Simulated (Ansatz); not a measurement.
```xyz
11

Si   -0.974   -0.104   -1.219
C    -0.020    0.742    0.160
B    -0.254    0.324    1.592
Si    1.161   -0.648    0.727
Br    3.265   -0.153    1.225
H    -2.273    0.598   -1.392
H    -1.252   -1.522   -0.877
H    -0.210   -0.035   -2.490
H     0.073    1.792   -0.131
H    -0.673    0.820    2.585
H     1.156   -1.813   -0.181
```

Charge 0, multiplicity 1.

Q: List the ωB97M-V/def2-TZVPP orbital energies in eV (Ansatz 0.2.0). (Estimate.)

A: Computed: Occupied: -13156.80, -1808.02, -1807.41, -1709.13, -1537.32, -1537.27, -1537.27, -281.45, -241.98, -188.43, -181.66, -181.48, -181.47, -149.03, -148.47, -103.19, -103.14, -103.07, -102.59, -102.57, -102.56, -75.03, -74.98, -74.97, -74.83, -74.83, -24.62, -23.32, -18.18, -17.40, -15.65, -14.48, -13.26, -12.68, -12.16, -11.83, -11.42, -11.24, -10.29, -9.03. Lowest empty: -0.18, 1.57, 1.80, 2.18, 2.46, 2.75, 2.88, 3.31.
